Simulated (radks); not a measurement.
Values are calculated unless marked as measured or tabulated.
Spherical quantum dot in the effective-mass picture: electrons in a hard-walled sphere of radius 4.03, all in effective atomic units (hartree* = m*/eps^2 hartree, bohr* = eps/m* bohr), one dielectric constant everywhere. Level of theory: non-relativistic Kohn-Sham, LDA (Slater exchange, Perdew-Wang correlation), spin-polarised, spherical densities (a radial shooting solver with Libxc functionals). Levels are named by radial order and angular momentum (1s, 1p, 1d, 2s, ...), and open shells are averaged over m. Results are scaled to m* = 0.44 and eps = 13.3, for which hartree* = 67.69 meV and bohr* = 1.6 nm.

N = 36, configuration 1s2 1p6 1d10 1f14 1g(up 4, down 0). This is the lowest configuration that the search found. Occupied and some empty levels:

level,occupation,eigenvalue (meV),<r> (nm)
1s up,1,768.23,4.614
1s down,1,770.30,4.600
1p up,3,777.52,4.716
1p down,3,779.68,4.708
1d up,5,794.49,4.817
1d down,5,796.73,4.812
1f up,7,818.33,4.908
1f down,7,820.64,4.905
1g up,4,848.55,4.989
1g down,0,850.91,4.986
2s up,0,851.73,2.848
2s down,0,852.30,2.846
1h up,0,884.79,5.060
2p up,0,885.76,3.359
2p down,0,886.57,3.356
1h down,0,887.19,5.058
2d up,0,926.98,3.680
2d down,0,928.01,3.677
3s up,0,948.77,2.969
3s down,0,949.58,2.973

Energy (meV): total 15898.7, kinetic 3569.8, external 0, Hartree 13495, exchange-correlation -1166.0.
